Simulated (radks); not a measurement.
The numbers below are computed, except where a source is named.
All-electron atom: Pt+ in [Kr] 4d10 4f14 5s2 5p5.75 5d9 6s0.25 (fractional occupations, a model configuration). Code: a radial shooting solver on a logarithmic mesh with Libxc functionals. Model: scalar-relativistic Kohn-Sham, SOGGA, spin-polarised, spherical densities, finite nucleus; open shells are filled with parallel spins first (spin-orbit coupling, left out, can overturn this in heavy ions); Fermi nuclear charge, rms radius 5.427 fm. Some entries of the table are withheld. Estimate them.

orbital  occ.  eigenvalue (eV)  <r> (bohr)
1s up       1        -78378.28     0.01716
1s down     1        -78378.25     0.01716
2s up       1        -13778.15     0.07238
2s down     1        -13778.06     0.07238
2p up       3        -11947.68     0.06524
2p down     3        -11947.60     0.06524
3s up       1        -3243.498      0.1872
3s down     1        -3243.447      0.1872
3p up       3        -2710.148      0.1882
3p down     3        -2710.092      0.1882
3d up       5        -2130.328      0.1705
3d down     5        -2130.255      0.1705
4s up       1        -704.1490      0.4152
4s down     1        -704.0431      0.4152
4p up       3        -529.1412      0.4420
4p down     3        -529.0351      0.4420
4d up       5        -316.2683      0.4683
4d down     5        -316.1425      0.4682
5s up       1        -111.4578      0.9524
5s down     1        -110.7645      0.9514
4f up       7              (1)      0.5163
4f down     7              (2)      0.5157
5p up       3         -65.6946       1.103
5p down  2.75         -64.8936       1.102
5d up       5         -15.3790       1.619
5d down     4         -14.5246       1.627
6s up    0.25         -13.3749       2.658
6s down     0         -12.7395       2.689

Answer. 
(1) 4f up eigenvalue (eV): -79.7015
(2) 4f down eigenvalue (eV): -79.5180
